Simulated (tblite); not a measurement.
Species: C5H12OSi2.
Atom-mapped SMILES: `[CH2:1]1[CH2:2][Si@H:3]([CH:4]2[CH2:5][CH2:6]2)[O:7][SiH2:8]1` (hydrogens: H9, H10 on C1; H11, H12 on C2; H13 on Si3; H14 on C4; H15, H16 on C5; H17, H18 on C6; H19, H20 on Si8)

Computed geometry: GFN2-xTB, gas phase.

Q: List the bond lengths, angles and torsions at this level.

A: 
```json
{"bond": "C1–C2", "length (Å)": "1.536", "order": "single"}
{"bond": "C2–Si3", "length (Å)": "1.908", "order": "single"}
{"bond": "Si3–C4", "length (Å)": "1.872", "order": "single"}
{"bond": "C4–C5", "length (Å)": "1.501", "order": "single"}
{"bond": "C5–C6", "length (Å)": "1.490", "order": "single"}
{"bond": "Si3–O7", "length (Å)": "1.641", "order": "single"}
{"bond": "O7–Si8", "length (Å)": "1.637", "order": "single"}
{"bond": "C1–Si8", "length (Å)": "1.907", "order": "single"}
{"bond": "C4–C6", "length (Å)": "1.502", "order": "single"}
{"bond": "C1–H9", "length (Å)": "1.090", "order": "single"}
{"bond": "C1–H10", "length (Å)": "1.092", "order": "single"}
{"bond": "C2–H11", "length (Å)": "1.092", "order": "single"}
{"bond": "C2–H12", "length (Å)": "1.090", "order": "single"}
{"bond": "Si3–H13", "length (Å)": "1.466", "order": "single"}
{"bond": "C4–H14", "length (Å)": "1.084", "order": "single"}
{"bond": "C5–H15", "length (Å)": "1.080", "order": "single"}
{"bond": "C5–H16", "length (Å)": "1.079", "order": "single"}
{"bond": "C6–H17", "length (Å)": "1.080", "order": "single"}
{"bond": "C6–H18", "length (Å)": "1.079", "order": "single"}
{"bond": "Si8–H19", "length (Å)": "1.460", "order": "single"}
{"bond": "Si8–H20", "length (Å)": "1.457", "order": "single"}
```

Orders are formal, as drawn. A selection of angles:
```json
{"angle": "C2–C1–Si8", "degrees": "107.8"}
{"angle": "C2–C1–H9", "degrees": "111.0"}
{"angle": "C2–C1–H10", "degrees": "108.8"}
{"angle": "Si8–C1–H9", "degrees": "114.1"}
{"angle": "Si8–C1–H10", "degrees": "108.7"}
{"angle": "H9–C1–H10", "degrees": "106.3"}
{"angle": "C1–C2–Si3", "degrees": "106.9"}
{"angle": "C1–C2–H11", "degrees": "109.1"}
{"angle": "C1–C2–H12", "degrees": "110.7"}
{"angle": "Si3–C2–H11", "degrees": "109.2"}
{"angle": "Si3–C2–H12", "degrees": "114.4"}
{"angle": "H11–C2–H12", "degrees": "106.4"}
{"angle": "C2–Si3–C4", "degrees": "114.6"}
{"angle": "C2–Si3–O7", "degrees": "98.7"}
{"angle": "C2–Si3–H13", "degrees": "113.5"}
{"angle": "C4–Si3–O7", "degrees": "109.7"}
{"angle": "C4–Si3–H13", "degrees": "112.7"}
{"angle": "O7–Si3–H13", "degrees": "106.4"}
{"angle": "Si3–C4–C5", "degrees": "118.4"}
{"angle": "Si3–C4–C6", "degrees": "119.0"}
{"angle": "Si3–C4–H14", "degrees": "117.0"}
{"angle": "C5–C4–C6", "degrees": "59.5"}
{"angle": "C5–C4–H14", "degrees": "115.3"}
{"angle": "C6–C4–H14", "degrees": "115.2"}
{"angle": "C4–C5–C6", "degrees": "60.3"}
{"angle": "C4–C5–H15", "degrees": "118.6"}
{"angle": "C4–C5–H16", "degrees": "117.9"}
{"angle": "C6–C5–H15", "degrees": "118.5"}
{"angle": "C6–C5–H16", "degrees": "118.2"}
{"angle": "H15–C5–H16", "degrees": "113.5"}
{"angle": "C5–C6–H17", "degrees": "118.4"}
{"angle": "C5–C6–H18", "degrees": "118.2"}
{"angle": "C4–C6–C5", "degrees": "60.2"}
{"angle": "C4–C6–H17", "degrees": "118.3"}
{"angle": "C4–C6–H18", "degrees": "118.1"}
{"angle": "H17–C6–H18", "degrees": "113.6"}
{"angle": "Si3–O7–Si8", "degrees": "119.5"}
{"angle": "O7–Si8–H19", "degrees": "107.1"}
{"angle": "O7–Si8–H20", "degrees": "106.6"}
{"angle": "C1–Si8–O7", "degrees": "98.7"}
{"angle": "C1–Si8–H19", "degrees": "114.3"}
{"angle": "C1–Si8–H20", "degrees": "114.0"}
{"angle": "H19–Si8–H20", "degrees": "114.3"}
```

Dihedral angles: Si8–C1–C2–Si3 -30°; C1–C2–Si3–C4 142° (anticlinal); C2–Si3–C4–C5 91° (anticlinal); Si3–C4–C5–C6 109° (anticlinal); C2–Si3–O7–Si8 -11° (synperiplanar); Si3–O7–Si8–C1 -5° (synperiplanar); C2–C1–Si8–O7 23° (synperiplanar); Si3–C4–C6–C5 -108° (anticlinal).

The 3-membered ring C4–C5–C6 has internal angles of 59.5° to 60.3°. Si8 (oxygen-bound silicon) is distorted tetrahedral (angles from 98.7° to 114.3°). Si3 (oxygen-bound silicon) is distorted tetrahedral (angles from 98.7° to 114.6°). The C–Si distances run from 1.872 Å (Si3–C4, drawn single) to 1.908 Å (C2–Si3, drawn single), a spread of 0.036 Å. The 5-membered ring C1–C2–Si3–O7–Si8 has internal angles of 98.7° to 119.5° (sum 532°, against 540° for a flat polygon); it is puckered, 0.14 Å rms from its mean plane, widest ring torsion 30°. The C–C distances run from 1.490 Å (C5–C6, drawn single) to 1.536 Å (C1–C2, drawn single), a spread of 0.046 Å.

Point group: C1 (no symmetry element, even within 0.4 Å). Its GFN2-xTB frequencies are all real (lowest 25 cm⁻¹). One conformer, not necessarily the lowest. 3 starts were optimised and ended at 0.00, 0.49 and 0.75 kcal/mol (GFN2-xTB); the lowest of these is shown.
